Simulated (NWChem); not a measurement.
System: SiNH₃ClF; SMILES F[Si@H](Cl)N

The following NWChem deck was run.

```
start job
memory heap 200 mb stack 900 mb global 1100 mb
geometry units angstroms noautosym nocenter noautoz
  N      1.432077    -1.086854    -0.081692
  Si    -0.056559    -0.414592     0.376986
  F     -1.315078    -0.912181    -0.516782
  Cl     0.047587     1.615809     0.086536
  H      1.939575    -0.763262    -0.896654
  H      1.700267    -2.023264     0.196992
  H     -0.376103    -0.758526     1.777403
end
basis spherical
  N library 6-31g*
  Si library 6-31g*
  F library 6-31g*
  Cl library 6-31g*
  H library 6-31g*
end
dft
  xc m06-2x
  iterations 150
end
cosmo
  do_cosmo_smd true
  solvent dmf
end
task dft energy
```

Parts of the log:

```
             Northwest Computational Chemistry Package (NWChem) 7.3.0
             --------------------------------------------------------

                             Geometry "geometry" -> ""
                             -------------------------

 Output coordinates in angstroms (scale by  1.889725989 to convert to a.u.)

  No.       Tag          Charge          X              Y              Z
 ---- ---------------- ---------- -------------- -------------- --------------
    1 N                    7.0000     1.43207700    -1.08685400    -0.08169200
    2 Si                  14.0000    -0.05655900    -0.41459200     0.37698600
    3 F                    9.0000    -1.31507800    -0.91218100    -0.51678200
    4 Cl                  17.0000     0.04758700     1.61580900     0.08653600
    5 H                    1.0000     1.93957500    -0.76326200    -0.89665400
    6 H                    1.0000     1.70026700    -2.02326400     0.19699200
    7 H                    1.0000    -0.37610300    -0.75852600     1.77740300

 Effective nuclear repulsion energy (a.u.)     226.7869223490

                                 NWChem DFT Module
                                 -----------------

 Summary of "ao basis" -> "ao basis" (spherical)
 ------------------------------------------------------------------------------
       Tag                 Description            Shells   Functions and Types
 ---------------- ------------------------------  ------  ---------------------
 N                           6-31g*                  6       14   3s2p1d
 Si                          6-31g*                  8       18   4s3p1d
 F                           6-31g*                  6       14   3s2p1d
 Cl                          6-31g*                  8       18   4s3p1d
 H                           6-31g*                  2        2   2s

 in cosmo_initialize ...
 calling solv_data for solv:dmf

 solvent parameters
 solvname_short: dmf
 solvname_long:  N,N-dimethylformamide
 dielec:       37.2190
 dielecinf:     2.0463
 nonaqueous SMD model solvent descriptors
 dielec:       37.2190
 sola:          0.0000
 solb:          0.7400
 solc:          0.0000
 solg:         49.5600
 solh:          0.0000
 soln:          1.4305

          ---------------
          -cosmo- solvent
          ---------------
 Cosmo: York-Karplus, doi: 10.1021/jp992097l
 dielectric constant -eps-     =  37.22
 screen = (eps-1)/(eps    )    =   0.97313
 surface charge correction     = lagrangian

   van der Waals surface
 --------------------------

 ---------- ATOMIC COORDINATES (A.U.) ------------ VDWR(ANG.) --
     1    2.70623312   -2.05385625   -0.15437550     1.890
     2   -0.10688101   -0.78346528    0.71240024     2.470
     3   -2.48513707   -1.72377214   -0.97657638     1.730
     4    0.08992639    3.05343626    0.16352933     2.380
     5    3.66526528   -1.44235604   -1.69443037     1.200
     6    3.21303874   -3.82341456    0.37226090     1.200
     7   -0.71073161   -1.43340630    3.35880464     1.200
 number of segments per atom =        128
 number of   points per atom =        128
 atom (   nspa,  nppa )
 ----------------------
    1 (     54,     0 )       0
    2 (     62,     0 )       0
    3 (     65,     0 )       0
    4 (     94,     0 )       0
    5 (     48,     0 )       0
    6 (     42,     0 )       0
    7 (     32,     0 )       0
 number of -cosmo- surface points =      397
 molecular surface =    124.944 angstrom**2
 molecular volume  =    113.188 angstrom**3
 -lineq- algorithm             =   0
 -bem- low  level              =   3
 -bem- from -octahedral-
 gaussian surface charge width =   4.50000
 degree of switching           =   1.00000
 switching function tolerance  =   0.00010
 atomic radii =
 --------------
    1  7.000  1.890
    2 14.000  2.470
    3  9.000  1.730
    4 17.000  2.380
    5  1.000  1.200
    6  1.000  1.200
    7  1.000  1.200
 ...... end of -cosmo- initialization ......

 nat:                     7
 ixmem:                  2814
 calling mnsol_interface()
 G(SMD-CDS) energy (kcal/mol)  =     0.684
 SMD-CDS SASA (angstrom**2)    =   129.969

[...]

                                COSMO-SMD solvation results
                                ---------------------------

             internal energy in gas <Psi(g)|H|Psi(g)> =      -906.089301392185
         internal energy in solvent <Psi(s)|H|Psi(s)> =      -906.088146144210
                               delta internal energy  =         0.001155247975 (    0.72 kcal/mol)
   total free energy in solvent <Psi(s)|H+V/2|Psi(s)> =      -906.099465846962
 polarization energy contribution <Psi(s)|V/2|Psi(s)> =        -0.011319702752 (   -7.10 kcal/mol)
    total free energy in solvent including G(SMD-CDS) =      -906.098375510498
                       G(SMD-CDS) energy contribution =         0.001090336464 (    0.68 kcal/mol)
     1 M fixed-concentration free energy of solvation =        -0.009074118313 (   -5.69 kcal/mol)

                       DFT Final Molecular Orbital Analysis
                       ------------------------------------

 Vector   23  Occ=2.000000D+00  E=-4.022038D-01
              MO Center=  7.6D-02,  1.3D+00,  8.4D-02, r^2= 1.9D+00
   Bfn.  Coefficient  Atom+Function         Bfn.  Coefficient  Atom+Function
  ----- ------------  ---------------      ----- ------------  ---------------
    53      0.623998  4 Cl px                57      0.342197  4 Cl px
    55      0.280037  4 Cl pz                49     -0.241579  4 Cl px
    59      0.149198  4 Cl pz                51     -0.108278  4 Cl pz
     3      0.099289  1 N  px                36      0.099033  3 F  py
     7      0.080174  1 N  px                40      0.076448  3 F  py

 Vector   24  Occ=2.000000D+00  E=-3.910953D-01
              MO Center=  2.7D-02,  1.0D+00,  3.3D-01, r^2= 2.6D+00
   Bfn.  Coefficient  Atom+Function         Bfn.  Coefficient  Atom+Function
  ----- ------------  ---------------      ----- ------------  ---------------
    55      0.582038  4 Cl pz                59      0.327241  4 Cl pz
    53     -0.264013  4 Cl px                51     -0.225083  4 Cl pz
    70     -0.221102  7 H  s                 69     -0.155372  7 H  s
    57     -0.146787  4 Cl px                23     -0.124104  2 Si pz
     3     -0.113478  1 N  px                49      0.102037  4 Cl px

 Vector   25  Occ=2.000000D+00  E=-3.407790D-01
              MO Center=  1.2D+00, -8.8D-01, -2.1D-02, r^2= 1.7D+00
   Bfn.  Coefficient  Atom+Function         Bfn.  Coefficient  Atom+Function
  ----- ------------  ---------------      ----- ------------  ---------------
     5      0.369855  1 N  pz                 9      0.321811  1 N  pz
     3      0.299259  1 N  px                 7      0.272149  1 N  px
     4      0.266711  1 N  py                 8      0.229289  1 N  py
    53     -0.169886  4 Cl px                35      0.114512  3 F  px
    57     -0.100917  4 Cl px                39      0.083513  3 F  px

 Vector   26  Occ=0.000000D+00  E= 8.060177D-02
              MO Center= -1.6D-01, -9.5D-02,  4.8D-01, r^2= 4.4D+00
   Bfn.  Coefficient  Atom+Function         Bfn.  Coefficient  Atom+Function
  ----- ------------  ---------------      ----- ------------  ---------------
    26      1.199256  2 Si py                56     -0.907912  4 Cl s
    24      0.797081  2 Si s                 58      0.674508  4 Cl py
    22      0.454072  2 Si py                20      0.271193  2 Si s
    54      0.243088  4 Cl py                52     -0.225516  4 Cl s
    40     -0.201690  3 F  py                66     -0.192373  5 H  s

 Vector   27  Occ=0.000000D+00  E= 9.950259D-02
              MO Center= -2.4D-01, -6.4D-01,  9.9D-02, r^2= 4.3D+00
   Bfn.  Coefficient  Atom+Function         Bfn.  Coefficient  Atom+Function
  ----- ------------  ---------------      ----- ------------  ---------------
    25      0.694137  2 Si px                27      0.597587  2 Si pz
    38      0.594122  3 F  s                 24     -0.526221  2 Si s
    26      0.405002  2 Si py                 6      0.315455  1 N  s
    68     -0.295347  6 H  s                  9     -0.225141  1 N  pz
     8     -0.222843  1 N  py                66     -0.208105  5 H  s

 Vector   28  Occ=0.000000D+00  E= 1.015898D-01
              MO Center=  7.1D-01, -5.9D-01,  2.4D-01, r^2= 4.9D+00
   Bfn.  Coefficient  Atom+Function         Bfn.  Coefficient  Atom+Function
  ----- ------------  ---------------      ----- ------------  ---------------
     6      1.333253  1 N  s                 25     -1.010567  2 Si px
    24     -0.934837  2 Si s                 68     -0.375419  6 H  s
    66     -0.299505  5 H  s                 58     -0.259688  4 Cl py
    21     -0.228272  2 Si px                57      0.216190  4 Cl px
    27      0.212332  2 Si pz                56      0.208988  4 Cl s

     Multipole analysis of the density
     ---------------------------------

     L   x y z        total         alpha         beta         nuclear
     -   - - -        -----         -----         ----         -------
     0   0 0 0     -0.000000    -25.000000    -25.000000     50.000000

     1   1 0 0      0.938915     -0.919235     -0.919235      2.777385
     1   0 1 0     -1.031988     -2.690885     -2.690885      4.349783
     1   0 0 1      0.091530     -2.414445     -2.414445      4.920421

     2   2 0 0    -26.824772    -79.117072    -79.117072    131.409372
     2   1 1 0     -3.290195      3.887689      3.887689    -11.065573
     2   1 0 1     -2.519147     -6.609700     -6.609700     10.700253
     2   0 2 0    -26.616033   -134.366430   -134.366430    242.116826
     2   0 1 1     -0.969824     -7.610272     -7.610272     14.250721
     2   0 0 2    -26.745755    -28.673470    -28.673470     30.601185
```

Level: M06-2X/6-31G* (spherical d), SMD on the gas-phase geometry. Structure relaxed at the PBE0/def2-SVP level. Solvent: N,N-dimethylformamide.
